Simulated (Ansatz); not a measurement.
Isomers of CH8GeSi, B3LYP-D3(BJ)/def2-TZVP minima from an xTB search, which can miss the lowest.
Isomer 1, SMILES C[SiH2][GeH3] (charge 0, multiplicity 1):
```tsv
atom	x (Å)	y (Å)	z (Å)
C	-1.7412	-0.0835	-0.1025
Si	-0.1758	-0.2148	0.9309
Ge	1.7601	0.2429	-0.3918
H	-2.6252	-0.2924	0.5029
H	-1.7204	-0.7950	-0.9297
H	-1.8459	0.9187	-0.5216
H	-0.2216	0.7491	2.0594
H	-0.0506	-1.5786	1.5046
H	1.6908	1.6604	-0.9953
H	1.8735	-0.7530	-1.5638
H	3.0563	0.1463	0.4349
```
Isomer 2, SMILES [SiH3][CH2][GeH3] (charge 0, multiplicity 1):
```xyz
11

Si    -1.61535    -0.17551     0.10006
C      0.08750    -0.07703     0.87360
Ge     1.55046     0.22147    -0.41499
H     -2.66203    -0.39408     1.12876
H     -1.67069    -1.29519    -0.87068
H     -1.92209     1.08358    -0.62088
H      0.11383     0.73535     1.60344
H      0.30044    -1.00262     1.41330
H      1.32801     1.55013    -1.16026
H      1.58582    -0.92514    -1.44180
H      2.90409     0.27905     0.31760
```

Cores are frozen in the correlated methods. Filled d and f shells under p-block atoms count as core. MP2 and its Hartree–Fock in def2-QZVPP are density fitted.

Codes used: Ansatz (a program for electronic structure) with Gaussian orbitals. 

The energy of isomer 2 above isomer 1 is E(isomer 2) − E(isomer 1). Total energies (hartree):

```tsv
level	isomer 2	isomer 1
HF/def2-TZVPP	-2406.8461292	-2406.8542180
MP2/def2-TZVPP	-2407.2831941	-2407.2901606
HF/def2-QZVPP	-2406.8993730	-2406.9073885
MP2/def2-QZVPP	-2407.3647880	-2407.3716390
CCSD(T)/def2-TZVPP	-2407.3557029	-2407.3645883
```

Q: Work out the energy of isomer 2 above isomer 1 at the basis-set limit: extrapolate the MP2 correlation part as X⁻³, take Hartree–Fock from the larger set, and add the CCSD(T) − MP2 difference of def2-TZVPP.

A: 
1. Differences (1 hartree = 627.509 kcal/mol): HF/def2-TZVPP 5.076; MP2/def2-TZVPP 4.372; HF/def2-QZVPP 5.030; MP2/def2-QZVPP 4.299; CCSD(T)/def2-TZVPP 5.576.
2. Correlation parts, MP2 less HF: -0.704 in def2-TZVPP (X = 3), -0.731 in def2-QZVPP (X = 4).
3. Limit (4³·(-0.731) − 3³·(-0.704))/(4³ − 3³) = -0.750; with HF/def2-QZVPP it gives 4.280.
4. CCSD(T) less MP2 in def2-TZVPP: 1.204.
Result: 5.48 kcal/mol, against 4.37 at MP2/def2-TZVPP. It is an estimate of this method's limit, not of the exact value.
